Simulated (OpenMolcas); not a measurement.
# What dynamic correlation does to the levels of O

```
Program             : OpenMolcas 26.06
Basis               : ANO-R2 [4s4p2d1f]
Scalar Hamiltonian  : X2C, finite nucleus
Active space        : 4 electrons in 3 orbitals (2p)
State averaging     : 2S+1 = 3 even, 3 roots; 2S+1 = 1 even, 6 roots
Spin-orbit coupling : state interaction with AMFI integrals over the reference wave functions, term energies averaged over their components
```

Methods on the same reference wave functions:
A. CASSCF
B. SS-CASPT2, IPEA 0.25 Eh, imaginary shift 0.1 Eh (closed shells correlated: 1s 2s)

Energies in cm-1 above 2s2 2p4 3P2, the measured ground level; measured values from NIST Handbook of Basic Atomic Spectroscopic Data.

```
      Level      A      B  Measured
2s2 2p4 3P2    0.0    0.0       0.0
2s2 2p4 3P1    148    148       158
2s2 2p4 3P0    221    221       227
2s2 2p4 1D2  17665  15700     15868
2s2 2p4 1S0  43787  35420     33793
```

Deviations, from unrounded energies. A percentage is the sum of absolute deviations over the sum of measured energies, with the sign that they share, or ± where signs differ.

| Against measurement | Levels | A | B |
| --- | --- | --- | --- |
| mean absolute deviation (cm-1) | 4 | 3000 | 450 |
| fine structure of the ground term (%) | 2 | -4.2 | -4.2 |
| other terms of the ground configuration (%) | 2 | +23.7 | ±3.6 |

B lies closest to measurement on these levels. The largest miss of B in the table is 2s2 2p4 1S0, by +1600 cm-1. The ranking rests on the paired levels alone, and a cruder setting can come out closer through cancelling errors.

From A to B the spin-free energies of the other terms of 2s2 2p4 shown, above 3P, scale by factors of 0.81 to 0.89.

The lowest spin-free term lies below A's lowest term by 0.172 hartree in B.

Term energies are means over components that CASPT2 splits; among the terms shown or strongly mixed into the levels shown the widest spread is 110 cm-1 (2s2 2p4 1D, B). With the s shell closed, the reference lacks s² → p² mixing. Without dynamic correlation excited terms often stand tens of per cent too high (terms of higher spin than the ground term too low), and those without a measured partner can miss by more than the paired ones (holds for A). Computed and measured levels are paired by configuration, term and J; levels that our copy of the source lacks, or whose pairing is in doubt (as where it misses far off the trend of its configuration), stay unpaired and out of the deviations. Only configurations of the active space appear.
